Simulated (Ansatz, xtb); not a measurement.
Relative energy of two structures of GeH2N2

We compare I, `N[N+]#[Ge-]`, a singlet, with II, a singlet given by its coordinates. Both are isolated molecules in the gas phase, relaxed with PBE0-D4/def2-TZVP.

I (Å):

```yaml
atoms:
  - { symbol: Ge, position_ang: [-0.7250, 0.0086, -1.1399] }
  - { symbol: N, position_ang: [-3.1216, 1.6627, -0.4174] }
  - { symbol: N, position_ang: [-2.0686, 0.8810, -0.6994] }
  - { symbol: H, position_ang: [-4.0018, 1.2085, -0.6348] }
  - { symbol: H, position_ang: [-3.1172, 1.9734, 0.5479] }
```

II (Å):

```yaml
atoms:
  - { symbol: Ge, position_ang: [-1.3744, 0.3259, -0.7297] }
  - { symbol: N, position_ang: [-2.8559, 1.3736, -1.1696] }
  - { symbol: N, position_ang: [-2.7054, 1.1426, 0.2938] }
  - { symbol: H, position_ang: [-3.6787, 0.8571, -1.4686] }
  - { symbol: H, position_ang: [-2.4471, 2.0331, 0.7099] }
```

Close contacts (Å): Ge1–N2 1.87, Ge1–N3 1.87, N2–N3 1.49, N2–H4 1.02, N3–H5 1.02.

Energies in hartree; the thermal terms are from PBE0-D4/def2-TZVP harmonic frequencies (ideal gas, rigid rotor, one conformer each, 298.15 K, 1 atm) and include the zero-point energy:

|  | I | II |
| --- | --- | --- |
| E, CCSD(T)/def2-TZVPP | −2186.090645 | −2186.077132 |
| zero-point energy | 0.030395 | 0.029718 |
| H(298 K) − E | 0.035387 | 0.034162 |
| G(298 K) − E | 0.004101 | 0.004052 |

Problem. Work out ΔE, ΔE₀, ΔH and ΔG for I → II in kJ/mol (1 Eh = 2625.50 kJ/mol) and the equilibrium ratio [II]/[I].

Solution. 1. ΔE = −2186.077132 − (−2186.090645) = +0.013513 Eh = +35.48 kJ/mol.
2. ΔE₀ = ΔE + ΔZPE = +0.013513 + (−0.000677) Eh = +33.70 kJ/mol.
3. ΔH = ΔE + (−0.001225) Eh = +32.26 kJ/mol.
4. ΔG = ΔE + (−0.000049) Eh = +35.35 kJ/mol, so ΔS = (ΔH − ΔG)/T = −10.4 J/(mol K).
5. kT = 0.9442 mEh, so K = [II]/[I] = exp(−ΔG/kT) = exp(−14.26) ≈ 6.4 × 10^−7.

Structure I is favoured at this temperature. An error of 4 kJ/mol in ΔG would change K by a factor of 5. HF/STO-3G gave ΔE the other sign. Mirror images and further conformers aren't counted.

Other levels gave ΔE = +4.5 (GFN2-xTB); −12.7 (HF/STO-3G, GFN2-xTB geometries); +53.7 (r2SCAN-D4/def2-SVP, GFN2-xTB geometries); +32.8 (PBE0-D4/def2-TZVP); +20.8 (HF/def2-TZVPP); +50.4 (MP2/def2-TZVPP) kJ/mol. The correlated steps freeze 11 core orbitals; the filled d shell of Ge is correlated, in a basis made for valence electrons. Programs: Ansatz 0.2.0, xtb 6.7.1.
